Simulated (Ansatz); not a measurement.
Isolated molecules relaxed with PBE0-D4/def2-TZVP in Ansatz; ΔE leaves out vibrations. CCSD(T)/CBS adds triple-zeta CCSD(T) − MP2 to the extrapolated MP2 energy (def2 sets, frozen cores). This one scheme is used for every species. Functionals use def2-TZVPP. B3LYP here is the variant with VWN-RPA as its local correlation; programs differ in this. For Ge outer-core shells are correlated without core-valence functions, which leaves a few kJ/mol of doubt a bond. Scalar relativity is left out up to krypton. One conformer a species, not always the lowest.

`N=[C](O)[GeH3]` + `F[SiH](F)S` → `F[SiH](F)[S][GeH3]` + `N=CO`  (ligand exchange at a Ge–C bond)

| level | ΔE (kcal/mol) | difference from CCSD(T)/CBS |
| --- | --- | --- |
| PBE-D4 | -17.3 | 0.1 |
| r2SCAN-D4 | -18.0 | -0.6 |
| PBE0-D4 | -18.5 | -1.1 |
| PBE | -16.8 | 0.6 |
| r2SCAN | -17.8 | -0.4 |
| B3LYP | -16.9 | 0.5 |
| HF/def2-TZVPP | -19.7 | -2.3 |
| MP2/def2-TZVPP | -17.8 | -0.4 |
| SCS-MP2/def2-TZVPP | -17.6 | -0.2 |
| CCSD(T)/def2-TZVPP | -16.9 | 0.5 |
| HF/def2-QZVPP | -19.7 | -2.3 |
| MP2/def2-QZVPP | -18.2 | -0.8 |
| SCS-MP2/def2-QZVPP | -17.9 | -0.5 |
| HF/CBS(def2) | -19.7 | -2.3 |
| MP2/CBS(def2) | -18.4 | -1.0 |
| CCSD/CBS(def2) | -17.6 | -0.2 |
| CCSD(T)/CBS | -17.4 | 0 |

Largest T1 diagnostic among the species: 0.014.

The D4 term adds −0.9 kcal/mol with B3LYP and −0.5 kcal/mol with PBE0; it sums over pairs of atoms, weighted by their polarisabilities, and B3LYP, whose exchange is more repulsive, gets the larger term. From PBE to PBE0 (25 % exact exchange), in def2-TZVPP and without D4, ΔE moves by −1.2 kcal/mol. In def2-TZVPP, CCSD(T) changes the Hartree–Fock value by +2.8 kcal/mol (the triples alone add +0.2 kcal/mol) and MP2 by +1.8 kcal/mol.
